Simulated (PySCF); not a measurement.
**Fine-structure interval of La(2+) by level of theory**

La(2+) [Xe] 5d1 [5d3/2^1, M_J = 3/2] → La(2+) [Xe] 5d1 [5d5/2^1, M_J = 5/2], as a difference of total energies. Computed with PySCF 2.14 in x2c-TZVPPall-2c (11s11p10d3f1g, 124 functions), with the two-component X2C-1e Hamiltonian. Correlated levels: [Ar] 3d10 frozen; the 18 highest virtual spinors dropped. "Screened" scales the spin-orbit matrix elements by Boettger's factors to mimic the two-electron term; Breit and QED terms are absent.

```tsv
method	fine-structure interval (cm⁻¹)
GHF (screened spin-orbit)	1514.8
GMP2 (screened spin-orbit)	1573.0
GHF (bare spin-orbit)	1911.5
```
